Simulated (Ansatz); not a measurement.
The cluster Ag2Br⁺ was relaxed with PBE0-D4 (def2-TZVP) in Ansatz in these states: charge +1 quintet, charge +1 singlet, charge +1 triplet. The geometries follow in no particular order.

In the def2 sets Ag takes a core potential; there is no spin–orbit coupling.

A:

```csv
atom,x (Å),y (Å),z (Å)
Ag1,-0.206,-1.528,1.719
Ag2,0.840,1.940,-0.928
Br3,-0.634,-0.413,-0.791
```

B:

```
atom   x (Å)   y (Å)   z (Å)
 Ag1  -2.093   1.311  -1.076
 Ag2   2.093  -1.311   1.077
 Br3   0.000   0.000   0.000
```

C:

| atom | x (Å) | y (Å) | z (Å) |
| --- | --- | --- | --- |
| Ag1 | -1.9066 | 0.1453 | 0.8911 |
| Ag2 | 1.4441 | 0.4434 | -1.4725 |
| Br3 | 0.4625 | -0.5888 | 0.5814 |

Q: Judge from the bond lengths which geometry belongs to which state (an estimate).

A: A is the charge +1 quintet (Ag1–Br3 2.780 Å, Ag2–Br3 2.780 Å); B is the charge +1 triplet (Ag1–Br3 2.694 Å, Ag2–Br3 2.694 Å); C is the charge +1 singlet (Ag1–Br3 2.500 Å, Ag2–Br3 2.500 Å).

At PBE0-D4/def2-TZVP a singlet lies 7.61 eV below the charge +1 quintet. At PBE0-D4/def2-TZVP a singlet lies 3.47 eV below the charge +1 triplet. These are the stationary points nearest to one start from a short search; other shapes may lie lower in each state.
